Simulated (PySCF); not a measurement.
## $^{17}$O chemical shifts

PySCF 2.14.0 with density-fitted response routines calculation with geometry from GFN2-xTB and GIAO PBE0/pcSseg-1 shieldings; one conformer, no relativistic terms, one averaged value for each set of equivalent atoms, no solvent model.

Shieldings were converted by a linear fit to measured shifts: $^{17}$O: δ = 266.70 − 0.911σ (rms 10.7 ppm, 155 shifts, 12.2 ppm with the 3 outliers that the fit left out vs liquid water, solution or neat liquid). Occasional misses reach two or three times the rms, and more in compound classes unlike the fitted ones.

Q: Give the $^{17}$O shifts of `N#C[C@@H]1[SiH2]C[C@@]12C[C@H]2O`, `N#CCC1=C[SiH2]CCO1`, `O[SiH](O)[Si@](F)([SiH3])O[SiH3]`.

A: 
```
                                                  compound                 environment  δ (ppm)
                          N#C[C@@H]1[SiH2]C[C@@]12C[C@H]2O              alcohol oxygen     -3.9
                                        N#CCC1=C[SiH2]CCO1                ether oxygen     98.1
[OH:1][SiH:2]([OH:3])[Si@:4]([F:5])([SiH3:6])[O:7][SiH3:8]   O7: oxygen bonded to 2 Si     15.7
[OH:1][SiH:2]([OH:3])[Si@:4]([F:5])([SiH3:6])[O:7][SiH3:8]  O3: oxygen bonded to Si, H     -0.1
[OH:1][SiH:2]([OH:3])[Si@:4]([F:5])([SiH3:6])[O:7][SiH3:8]  O1: oxygen bonded to Si, H     -1.9
```

Q: Order these by $^{17}$O shift, lowest first.
A. CC(=O)/C(=C\C#N)C[SiH3]
B. N#C/C=C1\C[SiH2]CCO1
C. CO[Si@@H]1CC=C(C#N)C1

A: C (-26.3 ppm, oxygen bonded to C, Si), B (110.4 ppm, ether oxygen), A (599.3 ppm, ketone oxygen).
